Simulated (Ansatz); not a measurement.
The same path of ClH + ClH3OSn (8 atoms, charge 0, multiplicity 1) was run twice with different band settings. Lost on the way: Cl7–H8. Made: Sn1–Cl7, O2–H8.

The calculation used RKS PBE0/def2-SVP in Ansatz 0.2.0.

Relaxed end points:

```xyz
8
Properties=species:S:1:pos:R:3
Sn -0.195 -0.146 -0.161
O -0.092 0.161 1.816
H 0.277 -0.577 2.317
Cl 1.876 -1.059 -0.776
H -0.385 1.400 -0.828
H -1.372 -1.346 -0.442
Cl 1.161 2.869 1.916
H 0.613 1.675 2.078
```

```xyz
8
Properties=species:S:1:pos:R:3
Sn 0.497 0.027 -0.113
O -0.691 0.462 2.218
H -1.339 1.177 2.234
Cl 1.684 -0.272 -2.141
H -0.778 1.054 -0.575
H 0.322 -1.548 0.486
Cl 2.083 1.230 1.191
H 0.104 0.845 2.621
```

Common settings: climbing image yes; spring 5.0 eV/Å²; optimiser quadratic models (default); start path through a guess of the saddle point; force threshold 0.05 eV/Å; iteration limit 60; end points relaxed.

| run | movable images |
| --- | --- |
| 1 | 5 |
| 2 | 2 |

Question: What does each run give, and how far can it be trusted?

Answer: Run 1: converged after 25 iterations, highest image 0.262 eV above the first end. A vibrational analysis at the climbing image gives one clearly imaginary mode, 473i cm⁻¹: a first-order saddle point.
Run 2: converged after 35 iterations, highest image 0.262 eV above the first end. Another band between the same ends (5 images) ends at a top of the same energy, where a vibrational analysis finds 1 clearly imaginary mode. So few images can step over the top or miss a turn of the path.
The orbitals stay closed-shell, which can raise the energy where a bond breaks towards radicals; this wasn't checked here.
